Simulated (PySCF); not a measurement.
Record of a relaxation.

Compound: C5H15NOSi.
Bonds: C1–C2, C2–N3, N3–Si4, Si4–O5, O5–C6, C6–C7, C6–C8. Hydrogens: H9, H10, H11 on C1; H12, H13 on C2; H14 on N3; H15, H16 on Si4; H17 on C6; H18, H19, H20 on C7; H21, H22, H23 on C8.

Method: PySCF, PBE0-D3(BJ)/def2-SVP geometry optimisation, gas phase; density fitting, grid level 1; the optimiser is geomeTRIC in internal coordinates, started from a GFN2-xTB structure with every atom displaced at random (about 0.01 Å). 3 of its 22 geometries are shown. The frame can shift and turn from step to step; on so coarse a grid that alone can change the energy by a few meV, and forces under 0.02 eV/Å are noise.

Step 0: E = -16823.3487 eV, largest atomic force 2.927 eV/Å
```
atom  x, y, z in Å  |  force x, y, z in eV/Å
C1     -3.770    0.550    0.263   -1.232   0.392   0.358
C2     -2.958   -0.680    0.518    0.076   0.331   0.246
N3     -1.580   -0.400    0.732    0.900   0.424   0.389
Si4    -0.416   -0.246   -0.551   -2.877  -0.505   0.173
O5      0.899    0.107    0.253    2.274   0.605   1.397
C6      2.181    0.294   -0.269    1.094  -0.186   0.265
C7      2.994    1.161    0.696   -2.126  -0.121   0.000
C8      2.875   -1.058   -0.483   -1.993   0.483  -0.631
H9     -3.417    1.097   -0.602    0.225   0.297  -0.579
H10    -3.736    1.250    1.118    0.076  -0.128  -0.028
H11    -4.840    0.306    0.105    0.182   0.070  -0.028
H12    -3.013   -1.341   -0.335   -0.314  -0.662  -0.561
H13    -3.384   -1.196    1.382   -0.121  -0.452   0.243
H14    -1.424    0.171    1.569    0.142  -0.193  -0.417
H15    -0.711    0.782   -1.562    0.007   0.459  -0.436
H16    -0.407   -1.529   -1.231    0.106  -0.763  -0.560
H17     2.107    0.812   -1.239    0.052   0.143  -0.175
H18     2.459    2.113    0.858    0.116  -0.064   0.046
H19     3.083    0.652    1.656    0.100  -0.137   0.292
H20     3.948    1.369    0.295    1.567   0.300  -0.558
H21     3.854   -0.926   -0.865    1.461   0.166  -0.531
H22     2.298   -1.673   -1.200    0.161   0.090   0.102
H23     2.905   -1.591    0.444    0.125  -0.547   0.993
```

Step 10: E = -16823.7756 eV, largest atomic force 0.240 eV/Å
```
atom  x, y, z in Å  |  force x, y, z in eV/Å
C1     -4.123    0.151   -0.004    0.008   0.004   0.013
C2     -2.915   -0.256    0.828    0.025  -0.010   0.008
N3     -1.693    0.435    0.474   -0.096   0.064   0.033
Si4    -0.410   -0.160   -0.491    0.190  -0.025   0.145
O5      1.029   -0.156    0.360   -0.153   0.019  -0.041
C6      2.293    0.251   -0.119   -0.018  -0.012   0.002
C7      3.113    0.712    1.070    0.025   0.036  -0.021
C8      2.956   -0.884   -0.881   -0.013  -0.007   0.000
H9     -3.958   -0.070   -1.069    0.004  -0.003  -0.005
H10    -4.317    1.233    0.084   -0.003  -0.006   0.005
H11    -5.031   -0.382    0.324    0.010   0.009  -0.005
H12    -2.743   -1.339    0.719   -0.008  -0.020  -0.012
H13    -3.136   -0.097    1.899    0.009  -0.018   0.008
H14    -1.663    1.394    0.803    0.023   0.020  -0.047
H15    -0.136    0.666   -1.714   -0.009   0.001  -0.010
H16    -0.822   -1.548   -0.849   -0.007  -0.019  -0.069
H17     2.163    1.109   -0.811    0.007  -0.002  -0.016
H18     2.597    1.529    1.595   -0.010  -0.025   0.018
H19     3.255   -0.119    1.778   -0.020  -0.003   0.017
H20     4.102    1.073    0.754    0.020   0.000  -0.017
H21     3.956   -0.598   -1.239    0.021   0.025  -0.017
H22     2.351   -1.174   -1.755    0.008  -0.009   0.004
H23     3.059   -1.764   -0.229   -0.011  -0.019   0.007
```

Step 21: E = -16823.8076 eV, largest atomic force 0.023 eV/Å
```
atom  x, y, z in Å  |  force x, y, z in eV/Å
C1     -4.167    0.104    0.466   -0.004  -0.003  -0.003
C2     -2.708   -0.216    0.743    0.008   0.008  -0.007
N3     -1.803    0.632   -0.003    0.011  -0.006   0.008
Si4    -0.380    0.122   -0.810   -0.013   0.000   0.005
O5      0.948    0.047    0.199   -0.008   0.018   0.004
C6      2.296    0.171   -0.199    0.022  -0.006  -0.003
C7      3.082    0.723    0.975   -0.008  -0.004   0.006
C8      2.834   -1.168   -0.678   -0.010   0.000  -0.002
H9     -4.391   -0.009   -0.605    0.000   0.002   0.001
H10    -4.403    1.143    0.750   -0.002   0.000   0.000
H11    -4.836   -0.557    1.038    0.002  -0.001   0.003
H12    -2.502   -1.262    0.461   -0.001  -0.001   0.004
H13    -2.517   -0.157    1.833   -0.001  -0.002   0.003
H14    -1.903    1.620    0.210   -0.004  -0.002   0.002
H15    -0.046    1.107   -1.886    0.002  -0.008  -0.009
H16    -0.678   -1.232   -1.366   -0.001   0.004  -0.011
H17     2.366    0.894   -1.038   -0.005   0.000   0.003
H18     2.671    1.694    1.288    0.002   0.001  -0.002
H19     3.014    0.033    1.830    0.005  -0.002  -0.003
H20     4.143    0.858    0.715    0.000   0.003   0.000
H21     3.887   -1.086   -0.989    0.001  -0.002   0.004
H22     2.255   -1.543   -1.536    0.002   0.002  -0.002
H23     2.764   -1.914    0.130    0.002   0.001   0.000
```

Q: Summarise the path.

A: The energy falls by 44.28 kJ/mol from step 0 to step 21; nine tenths of that is first reached at step 9. It falls at every step. The largest force goes from 2.927 to 0.023 eV/Å. Among the bonds Si4–O5 changes most, from 1.581 to 1.669 Å; the atoms move by 0.858 Å rms after alignment.

The cost below is that of the whole optimisation. Hardware: an Arm Neoverse V2 with one thread, shared host with 192 logical CPUs at a one-minute load of 84. Cost: 6.3 min of wall time, 0.81 GiB resident at most.
